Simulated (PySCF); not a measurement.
PySCF job for Te(Br)(NH2) (BrH₂NTe), SMILES [Te](Br)N, TDA-ωB97X/def2-SVPD. The structure is a stationary point at B3LYP-D3(BJ)/def2-SVP. The def2 effective core potentials stand for the cores of Te; spin–orbit coupling is left out. Other conformers were not sampled.

```python
import numpy as np
from pyscf import gto, scf, dft, tdscf

mol = gto.M(
    atom='''
    Te    0.36185800   -0.84754922   -0.00000000
    Br   -0.12981482    1.68727555   -0.00000000
    N    -1.46316821   -1.70241672    0.00000000
    H    -2.01545992   -1.53258380    0.83921401
    H    -2.01545992   -1.53258380   -0.83921401
    ''',
    basis='def2-SVPD',
    ecp={'Te': 'def2-svp'},
    charge=0,
    spin=0,
    symmetry=True,
    max_memory=1600,
    verbose=4,
)
mf = dft.RKS(mol, xc='wb97x').density_fit(auxbasis='def2-universal-jkfit')
mf.grids.level = 3
mf.conv_tol = 1e-9
mf.max_cycle = 100
mf.kernel()
mf.grids = dft.Grids(mol).set(level=1).build(with_non0tab=True)  # coarser grid for the response kernel
td = tdscf.TDA(mf)
td.singlet = True
td.nstates = 10
td.conv_tol = 1e-4
td.kernel(x0=td.get_init_guess(mf, 15))
td.analyze()
tt = tdscf.TDA(mf)
tt.singlet = False
tt.nstates = 4
tt.conv_tol = 1e-4
tt.kernel(x0=tt.get_init_guess(mf, 9))
tt.analyze(verbose=3)
```

Output:

```
PySCF version 2.14.0

[INPUT] verbose = 4
[INPUT] num. atoms = 5
[INPUT] num. electrons = 68
[INPUT] charge = 0
[INPUT] spin (= nelec alpha-beta = 2S) = 0
[INPUT] symmetry True subgroup None
[INPUT] Mole.unit = angstrom
[INPUT] Symbol           X                Y                Z      unit          X                Y                Z       unit  Magmom
[INPUT]  1 Te     0.361858000000  -0.847549220000   0.000000000000 AA    0.683812515983  -1.601635902889   0.000000000000 Bohr   0.0
[INPUT]  2 Br    -0.129814820000   1.687275550000   0.000000000000 AA   -0.245314456710   3.188488686175   0.000000000000 Bohr   0.0
[INPUT]  3 N     -1.463168210000  -1.702416720000   0.000000000000 AA   -2.764987191070  -3.217101350680   0.000000000000 Bohr   0.0
[INPUT]  4 H     -2.015459920000  -1.532583800000   0.839214010000 AA   -3.808667263838  -2.896163644945   1.585884638798 Bohr   0.0
[INPUT]  5 H     -2.015459920000  -1.532583800000  -0.839214010000 AA   -3.808667263838  -2.896163644945  -1.585884638798 Bohr   0.0

nuclear repulsion = 278.852742449611
point group symmetry = Cs
symmetry origin: [-1.96846456e-10  3.34639016e-09  0.00000000e+00]
symmetry axis x: [ 1.00000000e+00 -2.98696678e-09  3.19709029e-19]
symmetry axis y: [-2.98696678e-09 -1.00000000e+00 -1.31472306e-19]
symmetry axis z: [ 1.44439951e-18 -1.31472306e-19  1.00000000e+00]
num. orbitals of irrep A' = 74
num. orbitals of irrep A" = 38
number of shells = 44
number of NR pGTOs = 203
number of NR cGTOs = 112
basis = def2-SVPD
ecp = {'Te': 'def2-svp'}


[settings echo left out]
init E= -2868.54707690204
HOMO (A') = -0.709756568525712  LUMO (A') = -0.659393773816434  gap/eV = 1.37044
cycle= 1 E= -2896.0463242265  delta_E= -27.5  |g|= 2.77  |ddm|= 8.57
HOMO (A') = 0.0154425941415194  LUMO (A') = 0.0419490957849185  gap/eV = 0.72128
cycle= 2 E= -2895.35513150365  delta_E= 0.691  |g|=  2.5  |ddm|= 17.2
HOMO (A") = -0.328291988053909  LUMO (A') = -0.127133321559955  gap/eV = 5.47381
cycle= 3 E= -2897.66946265498  delta_E= -2.31  |g|= 0.666  |ddm|=   16
HOMO (A") = -0.287737949926324  LUMO (A') = -0.0588600519006874  gap/eV = 6.22808
cycle= 4 E= -2897.84203038825  delta_E= -0.173  |g|=  0.2  |ddm|= 1.16
HOMO (A") = -0.302506389430143  LUMO (A') = -0.0156615835847876  gap/eV = 7.80544
cycle= 5 E= -2897.85003102146  delta_E= -0.008  |g|= 0.0968  |ddm|= 0.349
HOMO (A") = -0.313523609717382  LUMO (A') = -0.0196115468417822  gap/eV = 7.99775
cycle= 6 E= -2897.85179299403  delta_E= -0.00176  |g|= 0.0274  |ddm|= 0.131
HOMO (A") = -0.318872624824518  LUMO (A') = -0.0252719795780058  gap/eV = 7.98928
cycle= 7 E= -2897.85205688927  delta_E= -0.000264  |g|= 0.0135  |ddm|= 0.061
HOMO (A") = -0.318804334679466  LUMO (A') = -0.0250126642620013  gap/eV = 7.99448
cycle= 8 E= -2897.85211936414  delta_E= -6.25e-05  |g|= 0.00337  |ddm|= 0.0225
HOMO (A") = -0.318858660445922  LUMO (A') = -0.0249905571128596  gap/eV = 7.99656
cycle= 9 E= -2897.85213450174  delta_E= -1.51e-05  |g|= 0.00112  |ddm|= 0.0146
HOMO (A") = -0.318802576920394  LUMO (A') = -0.024917063561988  gap/eV = 7.99703
cycle= 10 E= -2897.85213644676  delta_E= -1.95e-06  |g|= 0.0003  |ddm|= 0.00547
HOMO (A") = -0.318830618236841  LUMO (A') = -0.024959440962759  gap/eV = 7.99664
cycle= 11 E= -2897.85213660811  delta_E= -1.61e-07  |g|= 0.000102  |ddm|= 0.00174
HOMO (A") = -0.318833172593475  LUMO (A') = -0.0249544986345445  gap/eV = 7.99685
cycle= 12 E= -2897.85213661728  delta_E= -9.17e-09  |g|= 4.24e-05  |ddm|= 0.000408
HOMO (A") = -0.318828181271225  LUMO (A') = -0.0249541906278601  gap/eV = 7.99672
cycle= 13 E= -2897.85213661841  delta_E= -1.13e-09  |g|= 7.45e-06  |ddm|= 0.000122
HOMO (A") = -0.318828059159941  LUMO (A') = -0.0249538188043127  gap/eV = 7.99673
cycle= 14 E= -2897.85213661847  delta_E= -6.18e-11  |g|= 2.06e-06  |ddm|= 2.6e-05
HOMO (A") = -0.318828107958954  LUMO (A') = -0.0249539238963444  gap/eV = 7.99672
Extra cycle  E= -2897.85213661848  delta_E= -1.82e-12  |g|= 9.69e-07  |ddm|= 6.33e-06
converged SCF energy = -2897.85213661848
tot grids = 25424


******** <class 'pyscf.tdscf.rks.TDA'> for <class 'pyscf.df.df_jk.DFSymAdaptedRKS'> ********
nstates = 10 singlet
deg_eia_thresh = 1.000e-03
wfnsym = None
conv_tol = 0.0001
eigh lindep = 1e-12
eigh level_shift = 0
eigh max_cycle = 100


Excitation energies (eV)
[2.53947751 3.98415926 4.62647454 5.02706061 5.7261861  6.02873292
 6.09700593 6.82046369 6.98095629 7.03083364]

** Singlet excitation energies and oscillator strengths **
Excited State   1:   A"      2.53948 eV    488.23 nm  f=0.0003
      34 -> 35       -0.69793
Excited State   2:   A"      3.98416 eV    311.19 nm  f=0.0026
      34 -> 36       -0.66328
      34 -> 40        0.18211
Excited State   3:   A'      4.62647 eV    267.99 nm  f=0.0090
      32 -> 35        0.28718
      33 -> 35        0.62929
Excited State   4:   A"      5.02706 eV    246.63 nm  f=0.0014
      31 -> 35       -0.69308
Excited State   5:   A'      5.72619 eV    216.52 nm  f=0.1279
      32 -> 35        0.52600
      33 -> 35       -0.25133
      33 -> 36       -0.33849
Excited State   6:   A'      6.02873 eV    205.66 nm  f=0.0893
      32 -> 35       -0.18292
      32 -> 36        0.49252
      32 -> 40       -0.11565
      33 -> 36       -0.39315
Excited State   7:   A"      6.09701 eV    203.35 nm  f=0.0918
      34 -> 37        0.58660
      34 -> 38        0.34645
      34 -> 41       -0.12602
Excited State   8:   A'      6.82046 eV    181.78 nm  f=0.1356
      30 -> 35        0.59963
      32 -> 36        0.16944
      33 -> 36        0.12039
      34 -> 39       -0.19182
Excited State   9:   A"      6.98096 eV    177.60 nm  f=0.0290
      31 -> 36        0.18470
      34 -> 37       -0.28974
      34 -> 38        0.54139
      34 -> 40        0.18183
      34 -> 41        0.11314
Excited State  10:   A"      7.03083 eV    176.34 nm  f=0.0031
      31 -> 36       -0.63368
      31 -> 40        0.17199
      34 -> 36        0.11897
      34 -> 38        0.15248

** Transition electric dipole moments (AU) **
state          X           Y           Z        Dip. S.      Osc.
  1         0.0000      0.0000      0.0736      0.0054      0.0003
  2         0.0000      0.0000      0.1618      0.0262      0.0026
  3         0.2750      0.0623     -0.0000      0.0795      0.0090
  4         0.0000      0.0000     -0.1083      0.0117      0.0014
  5        -0.0626     -0.9526     -0.0000      0.9114      0.1279
  6         0.1306      0.7666      0.0000      0.6047      0.0893
  7         0.0000      0.0000      0.7838      0.6144      0.0918
  8        -0.5828      0.6870      0.0000      0.8116      0.1356
  9        -0.0000      0.0000      0.4118      0.1696      0.0290
 10        -0.0000      0.0000      0.1348      0.0182      0.0031

WARN: ECP detected. Skipping calculation of transition velocity and magnetic dipole moments, which have not yet been implemented.



******** <class 'pyscf.tdscf.rks.TDA'> for <class 'pyscf.df.df_jk.DFSymAdaptedRKS'> ********
nstates = 4 triplet
deg_eia_thresh = 1.000e-03
wfnsym = None
conv_tol = 0.0001
eigh lindep = 1e-12
eigh level_shift = 0
eigh max_cycle = 100


Excitation energies (eV)
[1.83872452 3.27277745 4.02711497 4.21499337]

** Triplet excitation energies and oscillator strengths **
Excited State   1:   A"      1.83872 eV    674.29 nm  f=0.0000
Excited State   2:   A"      3.27278 eV    378.83 nm  f=0.0000
Excited State   3:   A'      4.02711 eV    307.87 nm  f=0.0000
Excited State   4:   A'      4.21499 eV    294.15 nm  f=0.0000
```

The calculation finished and met its thresholds.
